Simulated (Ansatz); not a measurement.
A single point on BH$_{5}$O$_{3}$S.

```yaml
crystal:
  periodic: [false, false, false]
  atoms:
    - {symbol: O, position_ang: [-0.937312, -0.003552, -0.854152]}
    - {symbol: B, position_ang: [-0.101899, -0.976023, -0.370672]}
    - {symbol: O, position_ang: [1.217656, -0.813730, -0.655134]}
    - {symbol: O, position_ang: [-0.492342, -2.071633, 0.358156]}
    - {symbol: S, position_ang: [1.159545, 2.374140, 0.928881]}
    - {symbol: H, position_ang: [-1.862904, -0.109634, -0.635995]}
    - {symbol: H, position_ang: [1.757326, -1.507245, -0.270692]}
    - {symbol: H, position_ang: [-1.427381, -2.136618, 0.552985]}
    - {symbol: H, position_ang: [0.491208, 1.812828, -0.091018]}
    - {symbol: H, position_ang: [0.279202, 3.380267, 1.040439]}
basis:
  gaussian: {orbitals: def2-TZVPP}
hamiltonian: {xc: pbe}
correlation: {method: rpa}
```

```sh
$ ansatz run in.yaml --threads 4 --pin off --events-out ev --progress --plain --max-ram 10444MiB
```

Shortened log:

```
Functional definition: PBE
1435 factors; integrals over basis functions are off by at most 1.3e-3 eV
mean field evaluation 1: about -17715.6965 eV, gradient 9.4e1 eV
mean field evaluation 2: about -17715.6876 eV, gradient 9.4e1 eV
mean field evaluation 4: about -17729.3322 eV, gradient 1.3e1 eV
mean field evaluation 8: about -17729.6890 eV, gradient 5.4e-1 eV
mean field evaluation 16: about -17729.6875 eV, gradient 4.5e-4 eV
mean field -17729.68751103 eV, -651.5539984164 hartree, gradient 3.6e-6 eV, S^2 0.000000; 0 other end points of the search recorded, 0 dependent functions left out
9 core orbitals not correlated: weight in the atoms' cores, before any rotation towards them, 1.000 or more for the frozen orbitals, at most 0.000 for the correlated occupied ones
reference -17686.28123809 eV, -649.9588473079 hartree; 16, 16 occupied and 211, 211 virtual orbitals, 1435 factors
Total energy: -17729.47972798 eV, -651.5463625302 hartree
```

Run time 4.4 s (4 threads of an Arm Neoverse V2 on a shared host); peak host memory 0.52 GiB.
